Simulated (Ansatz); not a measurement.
Ga₆Sb₆H₁₈⁻, a cluster cut from wurtzite GaSb (hydrogen-capped). The state is a doublet with charge -1. Geometry PBE-D4/def2-SVP; atoms count from 1.

```xyz
30

Sb   -0.5795   -2.8700    1.7223
Ga   -1.7833   -0.3736    2.2059
Ga    2.6509   -0.0600    2.3878
Sb    0.3181    1.2780    2.4006
Sb   -3.3032    0.7826    0.1402
Ga    0.0249    3.4631    0.8605
Ga    0.8826   -2.7574   -0.5176
Sb    2.6577   -0.8070   -0.2016
Sb   -0.9199   -1.6413   -2.2038
Ga   -1.8470    0.9023   -2.1034
Ga    2.5365    0.9042   -2.2781
Sb    0.3473    2.2911   -1.5445
H     0.0513   -4.3101    2.5499
H    -1.9313   -3.7521    1.0947
H    -2.6685   -0.4592    3.5356
H     2.4631   -1.3913    3.2417
H     3.8595    0.9309    2.6627
H     0.2030    1.8908    4.0124
H    -4.3155   -0.5558   -0.2892
H    -4.6150    1.9427   -0.1626
H    -1.4977    3.9239    0.9385
H     1.2092    4.4869    1.1210
H     1.3758   -4.1403   -1.1227
H     4.1290   -1.6785   -0.4364
H    -2.3081   -2.6665   -2.1781
H    -0.4863   -2.0245   -3.8355
H    -2.6265    1.2260   -3.4486
H     3.8085    1.8526   -2.2788
H     2.1427    0.0525   -3.5651
H     0.2216    3.5602   -2.7077
```

In the def2 sets Sb takes a core potential; there is no spin–orbit coupling. Single mean-field runs in def2-TZVP are fitted with def2-universal-jkfit.

Question: Estimate the Mulliken populations of the heavy atoms from the PBE0/def2-TZVP orbitals of Ansatz.

Answer: 
| atom | charge (e) | spin (α − β) |
| --- | --- | --- |
| Sb1 | -0.07 | 0.07 |
| Ga2 | 0.02 | 0.47 |
| Ga3 | 0.06 | 0.00 |
| Sb4 | -0.13 | 0.03 |
| Sb5 | -0.07 | 0.07 |
| Ga6 | 0.06 | 0.00 |
| Ga7 | 0.13 | 0.00 |
| Sb8 | -0.13 | 0.00 |
| Sb9 | -0.03 | 0.01 |
| Ga10 | 0.13 | 0.00 |
| Ga11 | 0.06 | 0.00 |
| Sb12 | -0.13 | 0.00 |
Mulliken values depend strongly on the basis.

Question: Where does the spin sit?

Answer: Summed by element: Sb 0.17, Ga 0.47, H 0.35, of 1 unpaired in all. Largest on single atoms: Ga2 0.47, H20 0.16, H13 0.16.

Question: And the Mayer bond orders between heavy atoms (over 0.3)?

Answer: Sb1–Ga2 0.53 (2.81 Å); Sb1–Ga7 0.81 (2.68 Å); Ga2–Sb4 0.79 (2.68 Å); Ga2–Sb5 0.53 (2.81 Å); Ga3–Sb4 0.74 (2.69 Å); Ga3–Sb8 0.72 (2.69 Å); Sb4–Ga6 0.74 (2.69 Å); Sb5–Ga10 0.81 (2.68 Å); Ga6–Sb12 0.72 (2.69 Å); Ga7–Sb8 0.82 (2.66 Å); Ga7–Sb9 0.68 (2.71 Å); Sb8–Ga11 0.73 (2.69 Å); Sb9–Ga10 0.68 (2.71 Å); Ga10–Sb12 0.82 (2.66 Å); Ga11–Sb12 0.73 (2.69 Å).
